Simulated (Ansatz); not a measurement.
`CN(C)BF` + `O[SiH2]O` → `O[SiH2]OBF` + `CNC`  (ligand exchange at a B–N bond)

Isolated molecules relaxed with PBE0-D4/def2-TZVP in Ansatz; ΔE leaves out vibrations. CCSD(T)/CBS is the MP2 limit (def2-TZVPP, def2-QZVPP) plus CCSD(T) − MP2 in def2-TZVPP, frozen cores. One conformer a species, not always the lowest.

```json
{"species": "`CN(C)BF`", "CCSD(T)/CBS(def2) energy (Eh)": "-259.69840"}
{"species": "`O[SiH2]O`", "CCSD(T)/CBS(def2) energy (Eh)": "-441.92975"}
{"species": "`O[SiH2]OBF`", "CCSD(T)/CBS(def2) energy (Eh)": "-566.62369"}
{"species": "`CNC`", "CCSD(T)/CBS(def2) energy (Eh)": "-135.00321"}
```

Work out ΔE.

ΔE = (-566.62369) + (-135.00321) − (-259.69840) − (-441.92975) = 0.00125 Eh = +0.03 eV.

Largest T1 diagnostic among the species: 0.013.

Leaving LDA and LC-ωPBE aside and taking each functional with its dispersion term where it has one, the values, not all of them listed here, spread over 0.12 eV, from BHLYP-D4 to PBE-D4. LDA lies +0.10 eV from PBE without D4. At CCSD(T), def2-SVP lies −0.07 eV from the extrapolated value and def2-TZVPP −0.01 eV.
